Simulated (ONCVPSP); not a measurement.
# Plane-wave convergence, ONCV potential for Zr (Z = 40)

ONCVPSP 4.0.1 input, shortened (lines: element, Z, core and valence counts, functional; n l f; lmax; l rc ep ncon nbas qcut; lloc lpopt rc5 dvloc0; l nproj debl; icmod fcfact rcfact), PBE, scalar-relativistic:

```
  Zr 40.00    6    4        4      upf
    1    0    2.00
    2    0    2.00
    2    1    6.00
    3    0    2.00
    3    1    6.00
    3    2   10.00
    4    0    2.00
    4    1    6.00
    4    2    2.00
    5    0    2.00
    2
    0    1.90    0.00    4    8    5.10
    1    1.75    0.00    4    7    9.70
    2    1.75    0.00    3    7   10.30
    2    5    1.75    0.00
    0    2    3.60
    1    1    2.90
    2    0    1.30
    3    3.00    1.25
```

Q: For each optimised wave give the share of its norm inside rc, the residual kinetic energy above qcut (Ha) and the cutoffs (Ha) for errors of 10, 1, 0.1 and 0.01 mHa per electron.

A:

```
wave  norm inside rc  residual KE  10 mHa  1 mHa  0.1 mHa  0.01 mHa
  4s           0.935      1.8e-04     6.8   10.7     19.0      48.4
  5s           0.053      1.3e-04     3.1    9.9     13.8      38.6
  4p           0.800      4.0e-08    16.3   24.8     31.1      36.2
  4d           0.370      1.2e-09    11.2   15.9     19.9      23.5
```

The occupied waves need 25 Ha and 31 Ha for 1 and 0.1 mHa.
